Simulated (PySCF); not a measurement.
From one molecule to another.

First species: C3H7N3SSi.
SMILES with atom numbers: `[CH3:1][S:2][c:3]1[cH:4][n:5]([SiH3:6])[n:7][n:8]1` (hydrogens: H9, H10, H11 on C1; H12 on C4; H13, H14, H15 on Si6)

Second species: C5H7FOS.
Atom-mapped SMILES: `[O:1]=[S@@:2]1[CH2:3][CH2:4][CH2:5][CH:6]=[C:7]1[F:8]` (hydrogens: H9, H10 on C3; H11, H12 on C4; H13, H14 on C5; H15 on C6)

Levels: PBE0/def2-SVPD for HOMO energy, LUMO energy, HOMO–LUMO gap and static isotropic polarisability; TDDFT PBE0/def2-SVPD for lowest singlet excitation; TDA PBE0/def2-SVPD for lowest triplet excitation (Tamm–Dancoff). Geometries: GFN2-xTB. Each structure is a single optimised conformer of the isolated species, non-relativistic unless stated. Electronic properties by PySCF.

Dipoles, sizes and rotational constants follow the conformer. The torsions of the flexible species, by atom-mapped SMILES:
- `[CH3:1][S:2][c:3]1[cH:4][n:5]([SiH3:6])[n:7][n:8]1`: C1–S2–C3–C4 179°

The conformers of `O=[S@@]1CCCC=C1F` aren't listed.

(1) Which has the higher static isotropic polarisability?

(2) Which of the two has the higher HOMO–LUMO gap, and by how much?

(3) Which of the two has the higher T1 energy, and by how much?

(4) Which has the higher LUMO energy?

(5) Which of the two has the higher HOMO energy, and by how much?

## Answers

(1) The first: 103.6 au against 80.1 au, a difference of 23.5 au.

(2) The second: 6.37 eV against 5.67 eV, a difference of 0.70 eV.

(3) The second: 4.08 eV against 3.74 eV, a difference of 0.34 eV.

(4) The first: -0.48 eV against -0.75 eV, a difference of 0.27 eV.

(5) The first: -6.15 eV against -7.12 eV, a difference of 0.97 eV.

On the first: The vertical singlet–triplet gap S1 − T1 is 1.10 eV (TDDFT singlet less Tamm–Dancoff triplet; S1: HOMO→LUMO, weight 0.97; T1: HOMO→LUMO, weight 0.86). The polarisability is 15.35 Å³ as a volume (1 au = 0.148185 Å³), or 1.36 au for each of the 76 electrons.

On the second: No computed singlet falls in the visible range (750 to 380 nm, 1.65 to 3.26 eV); S1 lies 1.63 eV above its blue end. The polarisability is 11.86 Å³ as a volume (1 au = 0.148185 Å³), or 1.14 au for each of the 70 electrons.
